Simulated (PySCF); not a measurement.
## Dipole response of I²⁺ (iodine, charge +2)

[Kr] 4d10 5s2 5p3, high-spin 4S determinant. Computed with PySCF 2.14 in aug-cc-pwCVTZ-DK3, with the spin-free X2C one-electron Hamiltonian (Gaussian nucleus). Coupled (time-dependent) response in atomic units; α is the mean over directions.

```json
{"method": "CAM-B3LYP", "mean α (bohr³)": "13.61", "C₆ (like pair)": "94.99", "S(−4)": "36.07"}
```

S(−4) is the Cauchy moment in α(ω) = α(0) + S(−4) ω² + …

α(iu) at CAM-B3LYP:

```
u (hartree)  α(iu) (bohr³)
          0          13.61
     0.0500          13.52
      0.100          13.26
      0.200          12.32
      0.300          11.06
      0.500          8.433
      0.750          5.954
       1.00          4.376
       1.50          2.705
       2.00          1.897
       3.00          1.132
       5.00         0.5559
```

For an ion, C₆ is the dispersion term alone; charge-induced terms of lower order in 1/R come first.
